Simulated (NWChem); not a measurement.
System: CH3Si, doublet; SMILES C=[SiH]

Here is an NWChem input.

```
start job
memory heap 200 mb stack 700 mb global 900 mb
geometry units angstroms
  C     -1.090736     0.393818     0.257099
  Si     0.523394    -0.229986    -0.126565
  H     -1.949920    -0.261203     0.233178
  H     -1.335332     1.408460    -0.034290
  H      1.698570     0.568356     0.264144
end
basis spherical
  * library def2-svp
end
dft
  odft
  mult 2
  xc xpbe96 cpbe96
  disp vdw 4
  iterations 150
end
driver
  maxiter 120
end
task dft optimize
task dft freq
```

NWChem printed, in part:

```
             Northwest Computational Chemistry Package (NWChem) 7.3.0
             --------------------------------------------------------

 C1  symmetry detected

                             Geometry "geometry" -> ""
                             -------------------------

 Output coordinates in angstroms (scale by  1.889725989 to convert to a.u.)

  No.       Tag          Charge          X              Y              Z
 ---- ---------------- ---------- -------------- -------------- --------------
    1 C                    6.0000     0.02064123     1.13985577     0.05540133
    2 Si                  14.0000    -0.08531679    -0.62785744    -0.02015040
    3 H                    1.0000    -0.87698932     1.74154319     0.06271644
    4 H                    1.0000     0.84378827     1.63030226    -0.45068594
    5 H                    1.0000     1.10378873    -1.42097586     0.33766708

 Effective nuclear repulsion energy (a.u.)      43.6650660234

                                Z-matrix (autoz)
                                --------

 Units are Angstrom for bonds and degrees for angles

      Type          Name      I     J     K     L     M      Value
      ----------- --------  ----- ----- ----- ----- ----- ----------
    1 Stretch                  1     2                       1.77250
    2 Stretch                  1     3                       1.08066
    3 Stretch                  1     4                       1.08362
    4 Stretch                  2     5                       1.47345
    5 Bend                     1     2     5               118.56972
    6 Bend                     2     1     3               120.39179
    7 Bend                     2     1     4               118.48190
    8 Bend                     3     1     4               112.46597
    9 Torsion                  3     1     2     5        -163.52628
   10 Torsion                  4     1     2     5          51.16628

  pbe96 is a nonlocal functional; adding pw91lda local functional.

                           NWChem Geometry Optimization
                           ----------------------------

 maximum gradient threshold         (gmax) =   0.000450
 rms gradient threshold             (grms) =   0.000300
 maximum cartesian step threshold   (xmax) =   0.001800
 rms cartesian step threshold       (xrms) =   0.001200
 fixed trust radius                (trust) =   0.300000
 source of zmatrix                         =   autoz

[...]

      ----------------------
      Optimization converged
      ----------------------

  Step       Energy      Delta E   Gmax     Grms     Xrms     Xmax
  ---- ---------------- -------- -------- -------- -------- --------
@   11    -328.96458876 -3.6D-08  0.00005  0.00002  0.00051  0.00115
                                     ok       ok       ok       ok

                                Z-matrix (autoz)
                                --------

 Units are Angstrom for bonds and degrees for angles

      Type          Name      I     J     K     L     M      Value     Gradient
      ----------- --------  ----- ----- ----- ----- ----- ---------- ----------
    1 Stretch                  1     2                       1.72692    0.00003
    2 Stretch                  1     3                       1.10071   -0.00002
    3 Stretch                  1     4                       1.10550   -0.00002
    4 Stretch                  2     5                       1.51663    0.00005
    5 Bend                     1     2     5               121.39022   -0.00001
    6 Bend                     2     1     3               123.67868    0.00001
    7 Bend                     2     1     4               119.94777   -0.00001
    8 Bend                     3     1     4               116.37331   -0.00000
    9 Torsion                  3     1     2     5         179.92674    0.00000
   10 Torsion                  4     1     2     5          -0.25910   -0.00001

                         Geometry "geometry" -> "geometry"
                         ---------------------------------

 Output coordinates in angstroms (scale by  1.889725989 to convert to a.u.)

[...]

 Rotational Constants
 --------------------
 A=   5.087487 cm-1  (  7.319595 K)
 B=   0.507616 cm-1  (  0.730330 K)
 C=   0.461563 cm-1  (  0.664071 K)

 Temperature                      =   298.15K
 frequency scaling parameter      =   1.0000

 Zero-Point correction to Energy  =   18.200 kcal/mol  (  0.029004 au)
 Thermal correction to Energy     =   20.611 kcal/mol  (  0.032846 au)
 Thermal correction to Enthalpy   =   21.203 kcal/mol  (  0.033790 au)

 Total Entropy                    =   60.303 cal/mol-K
   - Translational                =   37.186 cal/mol-K (mol. weight =  43.0004)
   - Rotational                   =   19.834 cal/mol-K (symmetry #  =        1)
   - Vibrational                  =    3.284 cal/mol-K

 Cv (constant volume heat capacity) =   11.157 cal/mol-K
   - Translational                  =    2.979 cal/mol-K
   - Rotational                     =    2.979 cal/mol-K
   - Vibrational                    =    5.198 cal/mol-K

[normal modes left out]

 ----------------------------------------------------------------------------
 Normal Eigenvalue ||           Projected Infra Red Intensities
  Mode   [cm**-1]  || [atomic units] [(debye/angs)**2] [(KM/mol)] [arbitrary]
 ------ ---------- || -------------- ----------------- ---------- -----------
    1       -0.000 ||    0.000051           0.001         0.050       0.042
    2        0.000 ||    0.000038           0.001         0.037       0.032
    3        0.000 ||    0.000061           0.001         0.060       0.051
    4        0.000 ||    0.000133           0.003         0.130       0.110
    5        0.000 ||    0.000001           0.000         0.001       0.001
    6        0.000 ||    0.000130           0.003         0.127       0.108
    7      226.429 ||    0.004365           0.101         4.255       3.616
    8      479.661 ||    0.000147           0.003         0.143       0.122
    9      699.640 ||    0.046981           1.084        45.799      38.926
   10      797.432 ||    0.055966           1.291        54.558      46.370
   11      938.046 ||    0.003687           0.085         3.594       3.055
   12     1276.643 ||    0.004466           0.103         4.354       3.700
   13     2076.173 ||    0.062653           1.445        61.077      51.911
   14     3060.655 ||    0.000911           0.021         0.888       0.755
   15     3182.480 ||    0.001449           0.033         1.413       1.201
 ----------------------------------------------------------------------------
```

Level: PBE-D3(BJ)/def2-SVP, spin-unrestricted.
